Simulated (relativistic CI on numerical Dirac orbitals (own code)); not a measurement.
## Eu25+: sensitivity of the levels to the model

Base calculation: Dirac-Coulomb-Breit CI, orbitals from a KLI potential per configuration, a model potential for QED, unscaled Slater integrals.

CI space (outside the closed core [Ar] 3d10): 4s2 4p6 4d2, 4s2 4p5 4d3, 4s2 4p6 4d 4f, 4s 4p6 4d3, 4s2 4p5 4d2 4f, 4s 4p6 4d2 4f, 4s2 4p6 4d 5s, 4s2 4p6 4d 5p, 4s2 4p6 4f 5s, 4s2 4p6 4d 5d, 4s2 4p5 4d2 5s, 4s2 4p6 5s 5p, 4s2 4p6 4d 5f, 4s2 4p6 4d 5g, 4s2 4p6 4d 6s, 4s 4p6 4d2 5s, 4s2 4p6 4d 6d, 4s2 4p6 4d 6g, 4s2 4p6 4f2, 4s2 4p5 4f3, 4s 4p6 4f3, 4p6 4d4, 4p5 4d5, 4p5 4d4 4f, 4s2 4p6 4f 5p, 4s2 4p5 4f2 5p, 4s 4p6 4f2 5p, 4s2 4p6 5s2, 4s2 4p5 4f 5s2, 4s 4p6 4f 5s2, 4s2 4p6 5p2, 4s2 4p5 4f 5p2, 4s 4p6 4f 5p2, 4p6 4d3 5s, 4p5 4d4 5s, 4p5 4d3 4f 5s, 4s 4p6 4d 5s2, 4s 4p5 4d 4f 5s2, 4p6 4d 4f 5s2. Double excitations out of closed p, d and f shells are left out; levels of such configurations are missing from the list, as are those of other unlisted configurations, and high levels can miss mixing partners. These lack a partner that the ground configuration has and come out too high: 4s2 4p5 4d2 5s, 4s 4p6 4d2 5s.

Variants: (1) valence Slater integrals scaled by 0.9; (2) configuration mixing switched off; (3) only the first 3 configurations. Shifts of the energy above 4s2 4p6 4d2 3F_2, in cm⁻¹, for the lowest level and the first level of each name with at least 55 % of one term (blank where a level changes its place among those of its configuration and J or its character, or is not in the variant):

| Level | Base | Δ(1) | Δ(2) | Δ(3) |
| --- | --- | --- | --- | --- |
| 4s2 4p6 4d2 3F_2 | 0 | 0 | 0 | 0 |
| 4s2 4p6 4d2 3P_0 | 48146 | -3880 | +2016 | +2016 |
| 4s2 4p6 4d2 3F_3 | 52029 | +527 | -179 | -179 |
| 4s2 4p6 4d2 3F_4 | 79910 | -1315 | +865 | +865 |
| 4s2 4p6 4d2 3P_1 | 84449 | -2383 | +2681 | +2681 |
| 4s2 4p6 4d2 1G_4 | 128456 | -1930 | +1511 | +1511 |
| 4s2 4p6 4d2 1S_0 | 211879 | -10483 | -2048 | -2048 |
| 4s2 4p5 4d3 5D°_0 | 944994 | +3983 | -23946 | -23951 |
| 4s2 4p5 4d3 3P°_0 | 1019139 | -1511 | -22751 | -23101 |
| 4s2 4p5 4d3 3I°_7 | 1075628 | -70 | -19074 | -19074 |
| 4s2 4p5 4d3 3D°_1 | 1106041 | -2687 | -17113 | -22634 |
| 4s2 4p5 4d3 3H°_6 | 1111069 |  | -21655 | -21724 |

At this charge energies of transitions that change n are usually good to better than 1 %, and those within a shell (Δn = 0) to a few per cent. Terms inside the open d or f shell come out 10 to 20 % too wide with unscaled integrals.

Ionisation energy from the two ground configurations alone: base 838.162 eV; valence Slater integrals scaled by 0.9 837.949 eV. The NIST ASD value (theoretical) is 838 eV.

LS names give the leading component of a level, which can be under half, so a name can repeat, a term be missing and a line seem to break the LS rules.
